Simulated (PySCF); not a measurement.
## Tc: ionisation energy

Tc [Kr] 4d5 5s2 (6S) → Tc⁺ [Kr] 4d5 5s1 (7S), as a difference of total energies. Calculation: PySCF 2.14, in aug-cc-pwCVTZ-PP with ECP28MDF (8s8p7d4f3g, 122 functions); scalar relativity through the core potential. Correlated levels: valence: 4s2 4p6 frozen; valence and next inner shell: nothing frozen outside the core potential. The calculations carry no spin-orbit coupling.

| method | ionisation energy (eV) |
| --- | --- |
| UHF | 5.533 |
| LDA | 7.313 |
| PBE | 6.883 |
| PBE0 | 6.713 |
| r2SCAN | 6.564 |
| M06-L | 7.376 |
| BP86 | 7.132 |
| B3LYP | 7.243 |
| MP2 (valence) | 6.762 |
| SCS-MP2 (valence) | 7.040 |
| MP2 (valence and next inner shell) | 6.926 |
| SCS-MP2 (valence and next inner shell) | 7.080 |

Task: How much does correlation contribute at MP2 (valence and next inner shell)?

Result: 6.926 − (5.533) = 1.393 eV, measured against UHF.

Errors of the correlated levels include the incompleteness of this basis and the frozen core.

For comparison: 7.119 eV (measured; NIST Atomic Spectra Database, ionization energies).
